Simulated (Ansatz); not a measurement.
Wavefunction ladder for C$_{3}$H$_{9}$BO (`BCCCO`)

```xyz
14

B     1.645    1.544   -0.268
C     0.575    0.592    0.322
C     0.020   -0.512   -0.568
C    -1.086   -1.321    0.082
O    -2.223   -0.549    0.410
H     1.785    1.657   -1.454
H     2.306    2.232    0.456
H     0.870    0.210    1.308
H    -0.227    1.325    0.550
H     0.825   -1.200   -0.848
H    -0.356   -0.077   -1.500
H    -0.697   -1.836    0.973
H    -1.440   -2.092   -0.607
H    -1.997    0.026    1.145
```

Total charge 0; spin multiplicity 1. The geometry is a stationary point of PBE0-D4/def2-TZVP. It is one conformer, not always the lowest. Frozen core, restricted reference, Ansatz 0.2.0. CBS rows extrapolate triple and quadruple zeta; past MP2 they add the triple-zeta difference.

```csv
basis,HF (Eh),MP2 corr.
def2-SVP,-218.19911,-0.69856
def2-TZVPP,-218.44867,-0.86660
def2-QZVPP,-218.45924,-0.92557
```

(1) Estimate the CCSD correlation energy and the (T) correction in each basis where they were run (hartree).

Results:

(1) 
```csv
basis,CCSD corr.,(T)
def2-SVP,-0.76055,-0.02029
def2-TZVPP,-0.91710,-0.03393
CBS(def2),-1.01976,as TZ
```
